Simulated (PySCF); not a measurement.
CHO2, SMILES [O]C=O, multiplicity 2.

Coordinates come from a PBE-D3(BJ)/def2-TZVP optimisation. The isomer is the one that the SMILES or the coordinates give; other isomers of the formula were not compared.

All values below come from PBE-D3(BJ)/def2-TZVP (PySCF).

Harmonic, unscaled wavenumbers; measured fundamentals usually lie a few per cent lower.

| mode | ν (cm⁻¹) | IR (km/mol) | moving atoms (share of kinetic energy) |
|---|---|---|---|
| 1 | 658 | 27.4 | C 51 %, O 47 % |
| 2 | 782 | 124.2 | H 85 %, C 12 % |
| 3 | 815 | 0.0 | C 52 %, H 36 %, O 11 % |
| 4 | 1176 | 6.2 | O 81 %, C 19 % |
| 5 | 1698 | 106.8 | C 59 %, O 32 %, H 8 % |
| 6 | 2288 | 13.9 | H 96 % |
